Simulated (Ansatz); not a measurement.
A structure relaxed at B3LYP-D4/def2-SVP in Ansatz, charge 0, singlet:

```xyz
6

Pd    0.680    0.881   -1.062
Pd    0.907   -1.058    0.650
Au   -1.197   -1.805    2.111
Au   -1.658    2.129   -1.364
Au    2.962   -0.334   -0.772
Au   -1.695    0.187    0.436
```

Task: Give its formula and point group.

Result: the cluster Pd2Au4. Point group C2v (tolerance 0.1 Å).

Task: Summarise the bond lengths by kind (pairs closer than 1.2 times the sum of covalent radii, bridged metal pairs left out).

Result: 6 × Au–Pd 2.60 to 2.89 Å; 2 × Au–Au 2.65 Å; 1 × Pd–Pd 2.60 Å.

In the def2 sets Au, Pd take a core potential; there is no spin–orbit coupling. The restricted singlet is unstable towards broken spin symmetry at other levels; at B3LYP-D4/def2-SVP this wasn't settled. The relaxation made no stability test and no search for a lower SCF solution. No other spin state of charge 0 was run. Another isomer (singlet) lies 0.42 eV lower at PBE0-D4/def2-TZVP; other spin states weren't run for this one.
